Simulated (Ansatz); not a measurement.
Reaction (ligand exchange at the Si–C bond): `[SiH3]/C=C/Cl` + `[NH2][AlH][OH]` → `[OH][AlH][NH][SiH3]` + `C=CCl`

Program: Ansatz. Geometries: PBE0-D4/def2-TZVP. ΔE: electronic, gas phase. CCSD(T)/CBS is the MP2 limit (def2-TZVPP, def2-QZVPP) plus CCSD(T) − MP2 in def2-TZVPP, frozen cores. This one scheme is used for every species. Functionals use def2-TZVPP. B3LYP here is the variant with VWN-RPA as its local correlation; programs differ in this. HSE06 is defined as in plane-wave codes. One conformer a species, not always the lowest.

`[SiH3]/C=C/Cl`:

Z-matrix (Å, degrees):
```
Si
C 1 1.858
H 1 1.486 2 108.6
H 1 1.487 2 110.5 3 120.2
H 1 1.487 2 110.5 3 -120.2
C 2 1.325 1 121.1 3 -0.0
H 2 1.087 1 120.4 3 180.0
Cl 6 1.723 2 124.0 1 180.0
H 6 1.084 2 123.9 1 -0.0
```

`[NH2][AlH][OH]`:

Z-matrix (Å, degrees):
```
N
Al 1 1.760
H 1 1.006 2 124.4
H 1 1.007 2 125.1 3 -180.0
O 2 1.698 1 116.8 3 -180.0
H 2 1.579 1 120.8 3 -0.1
H 5 0.955 2 123.2 1 180.0
```

`[OH][AlH][NH][SiH3]`:

```xyz
10

O     0.846    0.108    2.074
Al   -0.311   -0.810    1.245
N    -0.569   -0.427   -0.469
Si    0.174    0.756   -1.486
H     1.060   -0.019    2.996
H    -1.140   -1.961    1.937
H    -1.268   -0.994   -0.933
H     1.164    1.502   -0.673
H    -0.823    1.713   -2.043
H     0.867    0.130   -2.648
```

`C=CCl`:

```xyz
6

C    -0.570   -0.469   -0.002
C     0.391    0.427   -0.127
Cl    1.690    0.588    0.992
H    -0.602   -1.169    0.824
H    -1.356   -0.513   -0.745
H     0.447    1.137   -0.942
```

| level | ΔE (kcal/mol) | difference from CCSD(T)/CBS |
| --- | --- | --- |
| PBE-D4 | -9.2 | 2.1 |
| BLYP-D4 | -10.4 | 0.9 |
| B3LYP-D4 | -11.2 | 0.1 |
| r2SCAN0-D4 | -11.2 | 0.1 |
| CAM-B3LYP-D4 | -11.7 | -0.4 |
| ωB97X-V | -11.3 | 0.0 |
| B2PLYP | -11.3 | 0.0 |
| PBE | -9.0 | 2.3 |
| revPBE | -8.9 | 2.4 |
| PBE0 | -10.0 | 1.3 |
| r2SCAN0 | -11.1 | 0.2 |
| HSE06 | -10.0 | 1.3 |
| HF/def2-TZVPP | -13.6 | -2.3 |
| HF/def2-QZVPP | -13.7 | -2.4 |
| MP2/def2-QZVPP | -11.3 | 0.0 |
| SCS-MP2/def2-QZVPP | -11.8 | -0.5 |
| CCSD(T)/CBS | -11.3 | 0 |

Problem. What do rigid-rotor, harmonic-oscillator terms from PBE0-D4/def2-TZVP frequencies (298.15 K, 1 bar) make of the CCSD(T)/CBS value? (An estimate is asked.)

Solution. The calculation gave: ΔZPE = +0.3 kcal/mol, ΔH = -11.1 kcal/mol, ΔS = 4 J/(mol·K), ΔG = -11.4 kcal/mol.

Largest T1 diagnostic among the species: 0.012.

In def2-TZVPP, CCSD(T) changes the Hartree–Fock value by +2.1 kcal/mol (the triples alone add +0.4 kcal/mol) and MP2 by +2.3 kcal/mol. Leaving LDA and LC-ωPBE aside and taking each functional with its dispersion term where it has one, the values, not all of them listed here, spread over 3.3 kcal/mol, from BHLYP-D4 to revPBE-D4.
